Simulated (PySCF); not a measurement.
Sn(Cl)2(OMe)(NH2) (CH₅Cl₂NOSn), SMILES [Sn]([Cl])([NH2])([Cl])[O]C.

Coordinates come from a r2SCAN-D4/def2-SVP optimisation. The def2 effective core potentials stand for the cores of Sn; spin–orbit coupling is left out. The values are those of a single conformer.

Two levels are set side by side: TDA-PBE/def2-SVPD (PySCF) and TDA-B3LYP/def2-SVPD (PySCF). Vertical, same geometry. The lowest singlet is HOMO→LUMO 96 % with PBE and HOMO→LUMO 87 % with the other functional; states are paired by order. Differences are taken from unrounded values.

```
quantity                               TDA-B3LYP
-------------------------------------  ---------
lowest singlet excitation (eV)              4.32
lowest triplet excitation (TDA) (eV)        3.89
first bright state (f over 0.05) (eV)       4.77
its oscillator strength                     0.07
```

Q: What does TDA-PBE give, and how far is it from TDA-B3LYP? (The exact figures need the calculation; the answer reports its results.)

A: 
```json
[
 {"quantity": "lowest singlet excitation (eV)", "TDA-PBE": "3.56", "TDA-PBE minus TDA-B3LYP": "-0.76"},
 {"quantity": "lowest triplet excitation (TDA) (eV)", "TDA-PBE": "3.27", "TDA-PBE minus TDA-B3LYP": "-0.63"},
 {"quantity": "first bright state (f over 0.05) (eV)", "TDA-PBE": "4.21", "TDA-PBE minus TDA-B3LYP": "-0.56"},
 {"quantity": "its oscillator strength", "TDA-PBE": "0.05", "TDA-PBE minus TDA-B3LYP": "-0.02"}
]
```

Functionals without exact exchange tend to place singlet excitations lower, as here. Differences between two approximate levels are no errors against the true value.

Rough cost on one machine, each run with all the roots and properties that it gave: TDA-B3LYP against TDA-PBE about 2 times.
